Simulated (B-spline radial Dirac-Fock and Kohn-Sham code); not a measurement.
**Dipole and non-dipole photoemission parameters of B 2p1/2**

System: atomic boron, [He] 2s2 2p1; threshold 6.10 eV (orbital energy of the model). Model: Dirac-Hartree-Slater photoionisation with a Latter tail; cross sections with all multipoles, angular parameters from the dipole term and its interference with E2. Program: a radial finite-basis atomic code.

For linearly polarised light dσ/dΩ = σ/(4π) [1 + β P₂(cos θ) + (δ + γ cos²θ) sin θ cos φ], with θ from the polarisation vector and φ the angle between the beam and the projection of the electron momentum on the plane normal to the polarisation.

```csv
hν (eV),σ (kb),β,γ,δ
60,41.5,1.470,0.106,0.008
67.1,30.1,1.445,0.117,0.008
80,17.9,1.393,0.136,0.010
87.8,13.5,1.360,0.145,0.011
99.9,9.10,1.308,0.156,0.012
100,?,?,?,?
150,2.52,1.105,0.179,0.019
200,1.01,0.958,0.189,0.025
300,0.278,0.773,0.216,0.037
539,0.0375,0.541,0.276,0.061
552,0.0344,0.533,0.278,0.062
651,0.0190,0.476,0.298,0.071
794,0.00912,0.408,0.324,0.083
800,0.00887,0.405,0.325,0.083
866,0.00657,0.378,0.334,0.089
1060,0.00304,0.310,0.356,0.102
1320,0.00129,0.241,0.377,0.119
1910,0.000301,0.148,0.404,0.152
1940,0.000283,0.145,0.405,0.153
2330,0.000137,0.120,0.423,0.172
2984.4,5.10e-05,0.105,0.463,0.198
3410,2.99e-05,0.100,0.496,0.214
3590,2.43e-05,0.098,0.509,0.220
4960,6.54e-06,0.080,0.605,0.263
5580,4.02e-06,0.071,0.638,0.280
5590,3.99e-06,0.071,0.639,0.281
5730,3.60e-06,0.069,0.646,0.285
6450,2.20e-06,0.060,0.679,0.304
8260,7.85e-07,0.044,0.750,0.347
12200,1.53e-07,0.022,0.885,0.426
```

Question: Give the values at 100 eV.

Answer: σ = 9.07 kb, β = 1.307, γ = 0.156, δ = 0.012.

Values without a named source are computed, but for edge energies of neutral atoms, which are taken from tables.
